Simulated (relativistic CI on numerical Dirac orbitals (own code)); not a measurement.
# d1 to d9 in one octahedral field

Computed with a parametric ligand-field model without spin-orbit coupling, by exact diagonalisation: B = 940, C = 3640, 10Dq = 21000 cm⁻¹ (Oh; |10Dq|/B = 22.3) for every shell. Energies in cm⁻¹; the field energy is (0.6 n_e − 0.4 n_t2) × 10Dq of the ground term; g labels are left out.

```csv
Shell,Ground term,Electrons in e,Field energy,First spin-allowed bands,Lowest term of other spin
d1,2T2,0.000,-8400,2E 21000,
d2,3T1,0.033,-16106,"3T2 19223, 3T1 31546",1T2 13448
d3,4A2,0.000,-25200,"4T2 21000, 4T1 30117",2E 17747
d4,5E,1.000,-12600,5T2 21000,3T1 1249
d5,6A1,2.000,0,none,2T2 5401
d6,1A1,0.056,-49222,"1T1 18868, 1T2 30002",5T2 10521
d7,2E,1.044,-36873,"2T1 18662, 2T2 19338",4T1 3132
d8,3A2,2.000,-25200,"3T2 21000, 3T1 30117",1E 14554
d9,2E,3.000,-12600,2T2 21000,
```

Low spin: d6, d7; the other shells keep the spin of the free ion. Only d4 to d7 can choose; the field needed to pair spins is smallest for d6 and largest for d5, which loses most exchange energy. In the strong-field picture 10Dq must exceed about 6B + 5C = 23840 (d4), 7.5B + 5C = 25250 (d5), 2.5B + 4C = 16910 (d6) and 4B + 4C = 18320 (d7); mixing of terms shifts these bounds somewhat.
